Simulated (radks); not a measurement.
Numerical settings for the iron ion Fe2+, [Ar] 3d6. Calculated with a radial shooting solver on a logarithmic mesh with Libxc functionals: Dirac Kohn-Sham, PBE, spin-unpolarised, spherical densities, point nucleus; open shells fill j = l - 1/2 first. The defaults (mesh step 0.008 in ln r, mesh end at 40 bohr or more with all orbitals vanishing there, Anderson mixing 0.5 over 9 steps, residual threshold near 1e-9 with the energy settled to 1e-9 hartree or 1e-11 of itself, here a cap of 84 iterations) give E = -1271.5685 hartree and 3d5/2 at -25.622 eV in 15 iterations. Run on one thread of a shared host, so times are rough (Arm Neoverse V2): 0.09 s of CPU time, 0.09 s wall, 15 iterations on 2476 mesh points. Changes against that run (0 stands for a change within the tolerance of the run):

setting                     iterations  converged  E (mhartree)  e(3d5/2) (meV)  CPU (s)
mesh step in ln r 0.005             15        yes             0               0     0.13
mesh step in ln r 0.2                2         no      diverged               -        0
mesh step in ln r 0.003             15        yes             0               0     0.22
mesh end (bohr) 20                  15        yes             0               0     0.08
mesh end (bohr) 5                   15        yes         +1.89            +105     0.08
residual threshold 0.01             10        yes             0               0     0.07
residual threshold 1e-13            19        yes             0               0      0.1
mixing 2.5                          16        yes             0               0      0.1
linear mixing, mixing 0.05          84         no       +0.0138            -201     0.41
linear mixing, mixing 0.8           84         no     +1.18e+03       +8.77e+03     0.62
mixing history 20                   18        yes             0               0      0.1
iteration cap 3                      3         no         +40.4       -1.48e+03     0.02

Settings that end as converged yet miss the energy by more than 1 mhartree: mesh end (bohr) 5 (+0.00189 hartree). A mesh that ends early acts as a hard wall.
